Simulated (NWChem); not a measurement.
Molecule: GaH2Cl; SMILES [GaH2][Cl]

### Question
Give the equilibrium geometry at B3LYP/6-31G* (spherical d) (NWChem) as a list of bonds and angles, with the point group.

### Answer
point group C2v; any orientation.
Bond lengths (Å): Ga1–H2 1.565, Ga1–H3 1.565, Ga1–Cl4 2.178. Bond angles (°): H2–Ga1–H3 130.7, H2–Ga1–Cl4 114.7, H3–Ga1–Cl4 114.7.
